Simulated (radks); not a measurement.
Isoelectronic series with 6 electrons, each ion in its NIST ground configuration. Calculated with a radial shooting solver on a logarithmic mesh with Libxc functionals: scalar-relativistic Kohn-Sham, PBE, spin-polarised, spherical densities, point nucleus; open shells are filled with parallel spins first. Total energies (hartree) and orbital eigenvalues (hartree) (* marks an orbital that is empty in some or all of the ions):

| ion | configuration | E (hartree) | 2p down* | 2p up | 2s down | 2s up |
|---|---|---|---|---|---|---|
| C | [He] 2s2 2p2 | -37.81029 | -0.13259 | -0.22400 | -0.43666 | -0.53807 |
| O2+ | [He] 2s2 2p2 | -73.25079 | -1.48129 | -1.65684 | -2.03661 | -2.20973 |
| Ne4+ | [He] 2s2 2p2 | -120.76963 | -3.85800 | -4.11588 | -4.66745 | -4.90835 |
| Mg6+ | [He] 2s2 2p2 | -180.38062 | -7.24535 | -7.58531 | -8.31282 | -8.62035 |
| Si8+ | [He] 2s2 2p2 | -252.11718 | -11.64004 | -12.06204 | -12.97163 | -13.34535 |
| S10+ | [He] 2s2 2p2 | -336.02369 | -17.04192 | -17.54598 | -18.64652 | -19.08628 |
| Ar12+ | [He] 2s2 2p2 | -432.15362 | -23.45220 | -24.03838 | -25.34191 | -25.84774 |
| Ca14+ | [He] 2s2 2p2 | -540.56909 | -30.87286 | -31.54124 | -33.06349 | -33.63550 |
| Ti16+ | [He] 2s2 2p2 | -661.34083 | -39.30645 | -40.05712 | -41.81803 | -42.45640 |
| Cr18+ | [He] 2s2 2p2 | -794.54828 | -48.75601 | -49.58908 | -51.61331 | -52.31829 |
| Fe20+ | [He] 2s2 2p2 | -940.27977 | -59.22500 | -60.14061 | -62.45812 | -63.22999 |
| Ni22+ | [He] 2s2 2p2 | -1098.63285 | -70.71732 | -71.71559 | -74.36227 | -75.20137 |
| Zn24+ | [He] 2s2 2p2 | -1269.71449 | -83.23725 | -84.31833 | -87.33659 | -88.24330 |
| Ge26+ | [He] 2s2 2p2 | -1453.64157 | -96.78945 | -97.95352 | -101.3930 | -102.3678 |
| Se28+ | [He] 2s2 2p2 | -1650.54115 | -111.3790 | -112.6262 | -116.5446 | -117.5878 |

Estimate the row of Kr30+ ([He] 2s2 2p2).

Answer. E (hartree) -1860.55102; 2p down* -127.0114; 2p up -128.3420; 2s down -132.8056; 2s up -133.9178.
